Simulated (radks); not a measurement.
The numbers below are computed, except where a source is named.
Q: All-electron atom: the cadmium ion Cd+ in [Kr] 4d10 5p1 (not the ground configuration). Level of theory: Dirac Kohn-Sham, BLYP, spin-unpolarised, spherical densities, finite nucleus; open shells are shared between the two j in proportion to 2j + 1; Fermi nuclear charge, rms radius 4.6087 fm (a radial shooting solver on a logarithmic mesh with Libxc functionals). Some entries of the table are withheld. Estimate them.

| orbital | occ. | eigenvalue (eV) | <r^2> (bohr^2) |
|---|---|---|---|
| 1s1/2 | 2 | -26522.90 | 0.001250 |
| 2s1/2 | 2 | -3945.353 | 0.02037 |
| 2p1/2 | 2 | -3674.097 | 0.01520 |
| 2p3/2 | 4 | -3481.532 | 0.01651 |
| 3s1/2 | 2 | -743.4825 | 0.1469 |
| 3p1/2 | 2 | -634.7492 | (1) |
| 3p3/2 | 4 | -600.3692 | (2) |
| 3d3/2 | 4 | -407.7864 | 0.1318 |
| 3d5/2 | 6 | -400.7991 | 0.1345 |
| 4s1/2 | 2 | -116.1458 | 0.8755 |
| 4p1/2 | 2 | -81.2730 | 1.010 |
| 4p3/2 | 4 | -75.4224 | 1.078 |
| 4d3/2 | 4 | -22.3420 | 1.908 |
| 4d5/2 | 6 | -21.6308 | 1.966 |
| 5s1/2 | 0 | (3) | 7.744 |
| 5p1/2 | 0.333333 | (4) | (5) |
| 5p3/2 | 0.666667 | (6) | (7) |

A: 
(1) 3p1/2 <r^2> (bohr^2): 0.1421
(2) 3p3/2 <r^2> (bohr^2): 0.1509
(3) 5s1/2 eigenvalue (eV): -14.1635
(4) 5p1/2 eigenvalue (eV): -8.5188
(5) 5p1/2 <r^2> (bohr^2): 12.38
(6) 5p3/2 eigenvalue (eV): -8.1583
(7) 5p3/2 <r^2> (bohr^2): 13.22
